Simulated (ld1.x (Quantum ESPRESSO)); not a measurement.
## How hard is this technetium TM potential?

* Element: technetium (Tc)
* Generator: ld1.x (Quantum ESPRESSO) 7.5
* Type: norm-conserving Troullier–Martins (Kleinman–Bylander form)
* Functional: PBE
* Relativity: scalar-relativistic
* Frozen core: [Kr]
* Valence charge: 7
* Reference configuration: 4d5 5s2 5p0
* Partial waves: 5p (bound, empty): rc 3.65 bohr; 4d (bound): rc 1.45 bohr; 5s (bound): rc 2.35 bohr
* Local potential: the s channel
* Core correction: a·sin(br)/r model core inside 0.65 bohr

The pseudo-atom Hamiltonian at the reference potential is diagonalised in spherical Bessel functions j_l(qr) that vanish at 20 bohr, with q² up to the cutoff. All-electron valence levels (Ry): 5p -0.1028, 4d -0.4896, 5s -0.3706.

Problem. How do the lowest levels (Ry) of each channel move with the cutoff, and are there ghosts?

Solution.

```csv
cutoff (Ry),p #1,d #1,d #2,s #1,s #2,f #1,Σ f·Δε (mRy)
8,-0.1028,0.0406,0.1056,-0.3664,0.0037,0.1081,2659.5
12,-0.1028,0.0159,0.0809,-0.3692,0.0034,0.1081,2530.7
18,-0.1028,-0.1969,0.0594,-0.3703,0.0033,0.1081,1464.4
25,-0.1028,-0.3660,0.0569,-0.3704,0.0033,0.1081,618.7
40,-0.1028,-0.4817,0.0560,-0.3706,0.0033,0.1081,39.8
50,-0.1028,-0.4887,0.0559,-0.3706,0.0033,0.1081,4.9
60,-0.1028,-0.4895,0.0559,-0.3706,0.0033,0.1081,0.7
80,-0.1028,-0.4896,0.0559,-0.3706,0.0033,0.1081,0.2
400,-0.1028,-0.4896,0.0559,-0.3706,0.0033,0.1081,0.0
```

Result: no extra level below or beside the all-electron valence levels (p, d, s, f tested); 10 mRy is reached at 50 Ry and 1 mRy at 60 Ry.
